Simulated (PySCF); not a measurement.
Compound: C3H3O4 (charge -1).
Bonds: O1–C2 (double), C2–O3, O3–C4, C4–C5, C5–O6 (double), C5–O7. Hydrogens: H8 on C2; H9, H10 on C4.

The calculation used PBE0-D3(BJ)/def2-SVP geometry optimisation, gas phase (PySCF).

Task: Give the optimised bond lengths and angles.

Result: 
```tsv
bond	length (pm)
O1=C2	120.2
C2–O3	131.7
O3–C4	143.0
C4–C5	156.8
C5=O6, C5–O7	124.1
C2–H8	111.5
C4–H9, C4–H10	110.0
```

Bonds in one row agree within 1 pm and their mean is given. A selection of angles:
```tsv
angle	degrees
O1–C2–O3	127.7
O1–C2–H8	123.3
O3–C2–H8	108.8
C2–O3–C4	117.0
O3–C4–C5	112.4
O3–C4–H9	110.2
O3–C4–H10	105.9
C5–C4–H9	109.2
H9–C4–H10	109.4
C4–C5–O6	115.7
C4–C5–O7	112.2
O6–C5–O7	132.1
```

Dihedral angles: O1–C2–O3–C4 -21° (synperiplanar); C2–O3–C4–C5 -76° (synclinal); O3–C4–C5–O6 10° (synperiplanar). The mirror-image conformer, all signs reversed, is as good.

C5 (carboxylate carbon) is planar (angles 132.1°, 115.7° and 112.2°, sum 360.0°, 0.00 Å off the plane of its three neighbours). C2 (ester carbonyl carbon) is planar (angles 127.7°, 123.3° and 108.8°, sum 359.9°, 0.03 Å off the plane of its three neighbours). Of the pairs four or more bonds apart, C2···O6 is among the closest relative to their van der Waals radii: 2.91 Å, 90 % of the sum of Bondi's values. The C–O distances run from 1.202 Å (O1=C2, drawn double) to 1.430 Å (O3–C4, drawn single), a spread of 0.228 Å.

Point group: C1 (no symmetry element, even within 0.4 Å). Not checked by PBE0-D3(BJ)/def2-SVP frequencies. The geometry's basis has no diffuse functions, a weakness for an anion.
